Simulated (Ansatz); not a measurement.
Abstraction of F: C3H4BF + SiH(CH3)F → C3H4B + SiH(CH3)F2

Gas-phase species: C3H4BF `C#CB(C)F`, singlet; SiH(CH3)F, doublet; C3H4B `C#C[B]C`, doublet; SiH(CH3)F2, singlet. A radical takes F: the energy is the difference in strength between the B–F bond broken and the Si–F bond made.

Shapes, held fixed at every level: PBE0-D4/def2-TZVP. Programs: Ansatz 0.2.0. The zero-point and thermal change to 298 K, harmonic and unscaled (PBE0-D4/def2-TZVP), is -3.5 kJ/mol.

| level | kind | ΔH(298 K) (kJ/mol) |
| --- | --- | --- |
| HF/def2-SVP | Hartree–Fock | +27.8 |
| HF/def2-TZVPP | Hartree–Fock | +2.1 |
| PBE-D4/def2-TZVPP | GGA | +11.9 |
| BHLYP-D4/def2-TZVPP | global hybrid | +4.5 |
| PBE0-D4/def2-TZVPP | global hybrid | +10.5 |
| wB97M-V/def2-TZVPP | range-separated hybrid | +9.7 |
| wB97X-V/def2-TZVPP | range-separated hybrid | +12.2 |
| B2PLYP/def2-TZVPP | double hybrid | +9.3 |

B2PLYP/def2-TZVPP gives ΔH(298 K) = +9.3 kJ/mol; the levels span +2.1 to +27.8. The median of the levels is +10.1. No measured value is set beside it here. Spin contamination: C3H4B (⟨S²⟩ up to 0.91). Open shells run unrestricted.
